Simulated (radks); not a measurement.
All-electron atom: Fe II in [Ar] 3d(up 3.5, down 2.5) 4s(up 0.5, down 0.5) (fractional occupations, a model configuration).

Method: scalar-relativistic Kohn-Sham, r2SCAN, spin-polarised, spherical densities, finite nucleus; meta-GGA in the generalised Kohn-Sham scheme; Fermi nuclear charge, rms radius 3.7377 fm; computed with a radial shooting solver on a logarithmic mesh with Libxc functionals.

Energy parts (eV):
part                      energy
total                 -34621.473
kinetic                35036.637
electron-nucleus      -82576.495
Hartree                14429.657
exchange-correlation   -1511.272

Orbitals (lengths in bohr, moments of r in powers of bohr; r(max) is where P^2 peaks):
| orbital | occ. | eigenvalue (eV) | r(max) | <r^2> | <r^4> | <1/r> |
|---|---|---|---|---|---|---|
| 1s up | 1 | -7032.031 | 0.03827 | 0.004598 | 0.00005449 | 25.97 |
| 1s down | 1 | -7032.036 | 0.03827 | 0.004598 | 0.00005449 | 25.97 |
| 2s up | 1 | -837.7252 | 0.2221 | 0.08384 | 0.01230 | 5.575 |
| 2s down | 1 | -837.1089 | 0.2221 | 0.08375 | 0.01227 | 5.578 |
| 2p up | 3 | -713.5225 | 0.1799 | 0.06813 | 0.009460 | 5.455 |
| 2p down | 3 | -713.0532 | 0.1798 | 0.06803 | 0.009430 | 5.457 |
| 3s up | 1 | -106.5392 | 0.7001 | 0.7575 | 0.9305 | 1.745 |
| 3s down | 1 | -105.1443 | 0.7005 | 0.7594 | 0.9359 | 1.742 |
| 3p up | 3 | -71.2152 | 0.7137 | 0.8664 | 1.318 | 1.602 |
| 3p down | 3 | -69.8319 | 0.7143 | 0.8702 | 1.333 | 1.598 |
| 3d up | 3.5 | -16.6062 | 0.7138 | 1.590 | 6.803 | 1.227 |
| 3d down | 2.5 | -15.3434 | 0.7170 | 1.672 | 7.760 | 1.211 |
| 4s up | 0.5 | -12.3597 | 2.295 | 8.363 | 111.7 | 0.4787 |
| 4s down | 0.5 | -12.1003 | 2.334 | 8.640 | 119.0 | 0.4686 |

The highest occupied level is 4s down at -12.100 eV. The spin density at the nucleus is -0.0058 e/bohr^3 (1s 0.0092, 2s -0.6450, 3s 0.4036, 4s 0.2264). Spin moment in Bohr magnetons: 1.
